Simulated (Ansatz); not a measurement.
Molecular dynamics of FH$_{3}$Sb, charge -1

The input (input.yaml):

```yaml
crystal:
  periodic: [false, false, false]
  atoms:
    - { symbol: F, position_ang: [0.51366, 1.425212, -1.466231] }
    - { symbol: Sb, position_ang: [-0.547827, 0.211203, -0.012168] }
    - { symbol: H, position_ang: [0.746822, 0.343046, 1.151359] }
    - { symbol: H, position_ang: [0.160141, -1.005378, -0.807472] }
    - { symbol: H, position_ang: [-0.922049, -0.941114, 1.436567] }
total_charge: -1
basis:
  gaussian: { orbitals: def2-mTZVP }
hamiltonian:
  xc: b3lyp
  dispersion: d4
md:
  timestep: 0.5
  n_steps: 250
  ensemble: nve
  temperature: 1000.0
  initial_velocities: maxwell_boltzmann
  seed: 427308
```

Run as:

```bash
$ ansatz run input.yaml --threads 1 --pin off --max-ram 2048MiB --backend cpu --events-out ev --progress --plain --runs-dir out
```

It goes on from the last frame of an earlier run, with new velocities.

Output, in part (step lines, the closing report, with atoms numbered from 0):

```
md step     0: t =     0.00 fs  T =  1000.0 K  F+E_penalty+E_count = -9307.46624999 eV  E_kin = 0.387780 eV  conserved = -9307.07846999 eV  (24 SCF iters)
[... lines left out ...]
Total energy: -9307.48537574 eV, -342.0437787184 hartree
Atom 0 at     0.543078     1.440738    -1.472428 Å, force    -0.220774    -0.201992     0.014410 eV/Å
Atom 1 at    -0.552273     0.209724    -0.010517 Å, force     0.052188    -0.990900     0.144237 eV/Å
Atom 2 at     0.787939     0.713588     0.938884 Å, force     0.141377    -0.230582     0.110936 eV/Å
Atom 3 at     0.084383    -1.280043    -0.837175 Å, force    -0.085894     0.814429     0.455132 eV/Å
Atom 4 at    -0.904791    -1.150903     1.596153 Å, force     0.113103     0.609045    -0.724715 eV/Å
Dipole moment:    -0.374201     0.064104     0.043675 e Å
```

The steps, from the saved trajectory:

```csv
time (fs),T (K),potential energy less start (eV),conserved less start (meV/atom)
0.0,1000,0.000,0.00
4.0,918,0.032,0.00
8.0,825,0.068,0.01
12.0,948,0.020,-0.05
16.0,478,0.203,0.02
20.0,563,0.170,0.01
24.0,1048,-0.019,-0.02
28.0,988,0.004,-0.06
32.0,659,0.133,0.07
36.0,788,0.082,0.00
40.0,1165,-0.065,-0.13
44.0,779,0.086,0.06
48.0,661,0.132,0.07
52.0,990,0.003,-0.14
56.0,484,0.200,0.09
60.0,728,0.105,-0.02
64.0,945,0.021,-0.02
68.0,955,0.017,0.00
72.0,529,0.183,-0.05
76.0,424,0.224,0.00
80.0,909,0.035,-0.02
84.0,822,0.069,0.04
88.0,1171,-0.067,-0.05
92.0,941,0.023,0.02
96.0,768,0.090,-0.09
100.0,406,0.231,0.09
104.0,688,0.121,0.08
108.0,1487,-0.190,-0.21
112.0,597,0.157,0.10
116.0,504,0.192,-0.01
120.0,821,0.069,-0.02
124.0,993,0.003,0.01
```

The run went to its last step. The conserved energy stayed within 0.24 meV per atom of its start (net change -0.023 meV per atom), so the integration is sound. A run of 0.12 ps of so small a system gives no equilibrium averages. Limits of this set-up: an anion without diffuse functions, the dipole of an ion depends on the origin.

It ends as FH2Sb + H (total charge -1) by the count below, though a long contact still joins these pieces: Sb2–H5, 2.14 Å. Pairs count as bonded within 1.25 times the sum of covalent radii (0.12 Å more for H–H).

Last frame:

```xyz
5
Properties=species:S:1:pos:R:3
F 0.543 1.441 -1.472
Sb -0.552 0.210 -0.011
H 0.788 0.714 0.939
H 0.084 -1.280 -0.837
H -0.905 -1.151 1.596
```

Time of the run: 8.7 min on 1 thread of Arm Neoverse V1, with other jobs on the host, peak memory 0.12 GiB.
